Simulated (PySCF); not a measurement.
# Ions at one geometry of HfCl4

PySCF 2.14.0, RKS PBE0, Hf def2-SVP with ECP60, Cl def2-SVP; non-relativistic Hamiltonian with scalar-relativistic core potentials where named; density fitting; no spin-orbit coupling; singlets restricted, open shells unrestricted. The geometry is relaxed for charge 0, singlet, vacuum:

```xyz
5

Hf    0.0000    0.0000    0.0000
Cl    1.3439    1.3439    1.3439
Cl   -1.3439   -1.3439    1.3439
Cl    1.3439   -1.3439   -1.3439
Cl   -1.3439    1.3439   -1.3439
```

Energies count from the relaxed state; an electron taken off or put on is at rest in vacuum. Charges and spins are Mulliken's.

```json
{"state": "charge 0, singlet, vacuum", "energy (eV)": "0.00", "spin squared": "0.00", "charge on Hf1 (e)": "0.88", "spin on Hf1 (e)": "0.00", "dipole about the centre of mass (D)": "0.00"}
{"state": "charge -1, doublet, vacuum", "energy (eV)": "-0.33", "spin squared": "0.75", "charge on Hf1 (e)": "0.51", "spin on Hf1 (e)": "0.95", "dipole about the centre of mass (D)": "0.00"}
```

What does the state charge +1, doublet, vacuum give?

energy (eV) 11.65, spin squared 0.76, charge on Hf1 (e) 0.98, spin on Hf1 (e) -0.15, dipole about the centre of mass (D) 0.00.

With an electron taken off (doublet) the charges change, summed by element, by Hf +0.10 e, Cl +0.90 e. The vertical ionisation energy is 11.65 eV, against −ε(HOMO) = 9.74 eV of the relaxed state. The level lies 1.9 eV too high, as is usual for semilocal functionals and global hybrids, which keep a self-interaction error.

With an electron put on (doublet) the charges change, summed by element, by Hf -0.37 e, Cl -0.63 e. The vertical electron affinity is 0.33 eV, against −ε(LUMO) = 2.23 eV of the relaxed state. The basis has no diffuse functions, which an added electron needs. The added electron's level lies above zero.

Open shells may have lower solutions than those found.
